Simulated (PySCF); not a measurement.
Species: C₄H₄Br (charge +1).
Geometry (PBE0-D3(BJ)/def2-SVP, Å), atoms numbered from 1 in this order:
```
atom  x, y, z in Å
C1    -1.3262   -0.3336   -0.1163
C2     0.0945   -0.0552    0.0281
C3     1.3892   -0.4950    0.1334
C4     1.1389    0.8483    0.1188
Br5    1.7311    2.5371    0.1792
H6    -1.5841   -1.3258    0.2762
H7    -1.5538   -0.3244   -1.1985
H8    -1.9314    0.4547    0.3522
H9     2.0997   -1.3231    0.1937
```

Theory: PySCF, PBE0-D3(BJ)/def2-SVP geometry optimisation, gas phase.

Masses are those of the commonest isotopes; rigid-rotor values at the optimised geometry. 

Q: Give the principal moments of inertia and the rotational constants in MHz.

A: Ia = 48.78, Ib = 322.96, Ic = 368.60 u·Å²; 505379 MHz·u·Å²/I gives A = 10360, B = 1565, C = 1371 MHz.

Q: Classify the top.

A: A near-prolate asymmetric top. Ray's parameter κ = (2B − A − C)/(A − C) = -0.957; −1 is the prolate and +1 the oblate limit.

Q: Is it planar, by Δ = Ic − Ia − Ib?

A: Not planar: Δ = Ic − Ia − Ib = -3.15 u·Å². For a rigid frame Δ = −2 Σ m c², so Σ m c² = 1.57 u·Å² lies off the ab plane, practically all of it from hydrogen. The atom farthest from that plane is 1.05 Å away.

Q: Give the other two planar moments, Paa and Pbb, and the rms extents of the mass along the axes.

A: Paa = Σ m a² = (Ib + Ic − Ia)/2 = 321.39 and Pbb = Σ m b² = (Ia + Ic − Ib)/2 = 47.21 u·Å². With the mass M = 130.95 u, the rms extents √(P/M) along a, b and c are 1.57, 0.60, 0.11 Å.

Q: Where do the levels up to J = 5 lie, in MHz?

A: Above 0(0,0):
J = 1: 1(0,1) 2936, 1(1,1) 11731, 1(1,0) 11924
J = 2: 2(0,2) 8805, 2(1,2) 17409, 2(1,1) 17990, 2(2,1) 44375, 2(2,0) 44378
J = 3: 3(0,3) 17600, 3(1,3) 25924, 3(1,2) 27086, 3(2,2) 53182, 3(2,1) 53198, 3(3,1) 97643, 3(3,0) 97643
J = 4: 4(0,4) 29312, 4(1,4) 37274, 4(1,3) 39211, 4(2,3) 64923, 4(2,2) 64971, 4(3,2) 109393, 4(3,1) 109393, 4(4,1) 171629, 4(4,0) 171629
J = 5: 5(0,5) 43928, 5(1,5) 51456, 5(1,4) 54361, 5(2,4) 79596, 5(2,3) 79706, 5(3,3) 124083, 5(3,2) 124084, 5(4,2) 186315, 5(4,1) 186315, 5(5,1) 266334, 5(5,0) 266334
Those of J = 1 are B + C, A + C and A + B.

Q: Which lines would a microwave search look for?

A: The dipole components (about the centre of mass, as the species is charged) are |μa| = 6.25 D, |μb| = 1.22 D, |μc| = 0.15 D. The squared components, which scale the intensities, stand as 1.00 : 0.04 : 0.00 (a : b : c). Some lines, for components of 0.1 D or more:

```json
{"type": "a", "branch": "Q", "J(Ka,Kc)": "3(1,2) ← 3(1,3)", "MHz": "1162", "lower level (cm⁻¹)": "0.865"}
{"type": "a", "branch": "R", "J(Ka,Kc)": "4(1,3) ← 3(1,2)", "MHz": "12125", "lower level (cm⁻¹)": "0.904"}
{"type": "c", "branch": "R", "J(Ka,Kc)": "4(1,3) ← 3(0,3)", "MHz": "21611", "lower level (cm⁻¹)": "0.587"}
{"type": "b", "branch": "Q", "J(Ka,Kc)": "4(2,2) ← 4(1,3)", "MHz": "25760", "lower level (cm⁻¹)": "1.308"}
{"type": "c", "branch": "R", "J(Ka,Kc)": "2(2,0) ← 1(1,0)", "MHz": "32453", "lower level (cm⁻¹)": "0.398"}
{"type": "b", "branch": "R", "J(Ka,Kc)": "5(2,4) ← 4(1,3)", "MHz": "40385", "lower level (cm⁻¹)": "1.308"}
{"type": "c", "branch": "Q", "J(Ka,Kc)": "5(3,3) ← 5(2,3)", "MHz": "44376", "lower level (cm⁻¹)": "2.659"}
{"type": "b", "branch": "Q", "J(Ka,Kc)": "5(3,2) ← 5(2,3)", "MHz": "44377", "lower level (cm⁻¹)": "2.659"}
{"type": "b", "branch": "Q", "J(Ka,Kc)": "3(3,1) ← 3(2,2)", "MHz": "44461", "lower level (cm⁻¹)": "1.774"}
{"type": "b", "branch": "R", "J(Ka,Kc)": "4(3,1) ← 3(2,2)", "MHz": "56211", "lower level (cm⁻¹)": "1.774"}
{"type": "c", "branch": "Q", "J(Ka,Kc)": "5(4,2) ← 5(3,2)", "MHz": "62232", "lower level (cm⁻¹)": "4.139"}
{"type": "b", "branch": "Q", "J(Ka,Kc)": "4(4,1) ← 4(3,2)", "MHz": "62236", "lower level (cm⁻¹)": "3.649"}
{"type": "b", "branch": "R", "J(Ka,Kc)": "5(4,1) ← 4(3,2)", "MHz": "76923", "lower level (cm⁻¹)": "3.649"}
{"type": "b", "branch": "Q", "J(Ka,Kc)": "5(5,0) ← 5(4,1)", "MHz": "80019", "lower level (cm⁻¹)": "6.215"}
```

Whether it is a minimum is left open (no frequencies). These are rigid-rotor constants of the computed structure; measured ground-state constants (B0) also hold zero-point vibration. A rigid rotor knows nothing of internal rotation, which can split or shift real lines. Quadrupole hyperfine structure (79Br) is left out.
